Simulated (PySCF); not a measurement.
C4H6F2, SMILES CC(C)=C(F)F.

Geometry: PBE0-D3(BJ)/def2-SVP.

Method: PBE0-D3(BJ)/def2-SVP run with PySCF.

No scaling factor is applied to the harmonic values.

```tsv
mode	ν (cm⁻¹)	IR (km/mol)	Raman (Å⁴/amu)	depolarisation	moving atoms (share of kinetic energy)
1	152	0.0	0.1	0.75	H 99 %
2	166	0.3	0.0	–	H 95 %
3	185	0.0	0.1	0.75	F 57 %, C 27 %, H 16 %
4	244	1.2	0.0	–	F 43 %, C 40 %, H 17 %
5	334	2.4	0.0	–	C 62 %, H 31 %
6	339	3.2	2.0	0.59	C 48 %, H 35 %, F 17 %
7	534	4.2	0.8	0.23	F 62 %, C 29 %, H 9 %
8	547	1.3	1.7	0.75	F 47 %, C 42 %, H 11 %
9	627	5.8	9.7	0.75	C 87 %
10	761	10.4	8.2	0.10	F 48 %, C 41 %, H 11 %
11	971	3.1	2.0	0.75	H 75 %, C 25 %
12	987	0.0	1.9	0.75	H 79 %, C 21 %
13	992	7.4	4.7	0.69	H 51 %, C 36 %, F 13 %
14	1087	0.5	0.5	0.75	H 60 %, C 40 %
15	1206	159.9	0.7	0.56	C 57 %, H 28 %, F 15 %
16	1282	30.8	0.0	–	C 68 %, H 25 %
17	1346	164.6	2.0	0.75	C 58 %, H 27 %, F 16 %
18	1403	4.5	11.9	0.32	H 76 %, C 24 %
19	1414	17.9	9.0	0.75	C 57 %, H 40 %
20	1448	0.0	27.0	0.75	H 96 %
21	1455	3.3	2.3	0.75	H 96 %
22	1464	21.8	0.0	–	H 97 %
23	1468	0.5	32.5	0.70	H 94 %
24	1865	203.5	32.3	0.16	C 96 %
25	3044	15.9	11.9	0.75	H 97 %
26	3047	33.4	314.4	0.01	H 97 %
27	3118	26.1	166.1	0.75	H 91 %, C 9 %
28	3119	0.0	15.7	0.75	H 91 %, C 9 %
29	3181	5.6	73.8	0.69	H 91 %, C 9 %
30	3181	5.3	48.5	0.75	H 91 %, C 9 %
```
